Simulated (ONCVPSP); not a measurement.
**Which change was made? (Nd, ONCV)**

- Element: Nd
- Generator: ONCVPSP 4.0.1
- Type: optimised norm-conserving Vanderbilt (ONCV)
- Functional: PBE
- Relativity: scalar-relativistic
- Frozen core: [Kr] 4d10
- Valence charge: 14
- Reference configuration: 4f3.5 5s2 5p6 5d0.5 6s2
- Partial waves: 5s+6s: rc 2.55 bohr, ncon 4, nbas 8, qcut 5.3 1/bohr, 2 projectors; 5p: rc 2.50 bohr, ncon 5, nbas 9, qcut 6 1/bohr, 1 projector; 5d: rc 3.75 bohr, ncon 3, nbas 8, qcut 4.2 1/bohr, 2 projectors, debl 2.2 Ha; 4f: rc 1.55 bohr, ncon 4, nbas 9, qcut 12.5 1/bohr, 3 projectors, debl 3.2 Ha
- Local potential: polynomial inside 1.20 bohr (lpopt 5, dvloc0 4 Ha)
- Core correction: Teter function, fcfact 4.75, rcfact 1.15

Cutoffs, loose and tight: the cutoffs (Ha) at which the residual kinetic energy of the hardest occupied pseudo-wave falls to 1 and 0.1 mHa per electron. They do not see the model core or the augmentation charge, which bear on the density cutoff. Test errors are all-electron minus pseudo excitation energies from the reference, over the configurations 4f4 5s2 5p6 5d0 6s2; 4f4 5s2 5p6 5d0 6s1; 4f4 5s2 5p6 5d0 6s0; 4f4 5s2 5p6 5d0 6s0 6p2; variants that change the core or the reference have their own tests.

The base gives: outcome: generated; cutoff, loose: 59 Ha; cutoff, tight: 65 Ha; bound ghosts: s; GHOST(+) flags above zero: d; largest test error (meV): tests left out (the all-electron energies of this program are off by 10 to 40 meV for near-neutral 4f atoms).

After one change the result is: outcome: generated; cutoff, loose: 89 Ha; cutoff, tight: 100 Ha; bound ghosts: none; GHOST(+) flags above zero: d; largest test error (meV): tests left out (the all-electron energies of this program are off by 10 to 40 meV for near-neutral 4f atoms). Which change was it?
A. s: qcut 3.4; p: qcut 3.9; d: qcut 2.7; f: qcut 8.1
B. s: qcut 4.3; p: qcut 4.9; d: qcut 3.4; f: qcut 10.1
C. s: qcut 7; p: qcut 7.9; d: qcut 5.5; f: qcut 16.5

C. The others give: s: qcut 4.3; p: qcut 4.9; d: qcut 3.4; f: qcut 10.1 → outcome: generated; cutoff, loose: 47 Ha; cutoff, tight: 59 Ha; bound ghosts: none; GHOST(+) flags above zero: d; largest test error (meV): tests left out (the all-electron energies of this program are off by 10 to 40 meV for near-neutral 4f atoms) | s: qcut 3.4; p: qcut 3.9; d: qcut 2.7; f: qcut 8.1 → outcome: generated; cutoff, loose: 136 Ha; cutoff, tight: 168 Ha; bound ghosts: s; GHOST(+) flags above zero: d; largest test error (meV): tests left out (the all-electron energies of this program are off by 10 to 40 meV for near-neutral 4f atoms).
